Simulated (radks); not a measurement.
Problem. The iridium ion Ir2+ is in [Xe] 4f14 5d7. Method: scalar-relativistic Kohn-Sham, PBEsol, spin-polarised, spherical densities, finite nucleus; Fermi nuclear charge, rms radius of each element as measured or else 0.836 A^(1/3) + 0.57 fm; computed with a radial shooting solver on a logarithmic mesh with Libxc functionals. Open shells are filled with parallel spins first. One electron is removed from 4f, 5s, 5d, 5p in turn, with full relaxation. Which removal costs least, and what does each cost?

Solution. 5d 29.097 eV; 5p 78.659 eV; 4f 91.837 eV; 5s 122.70 eV. The 5d electron leaves first.
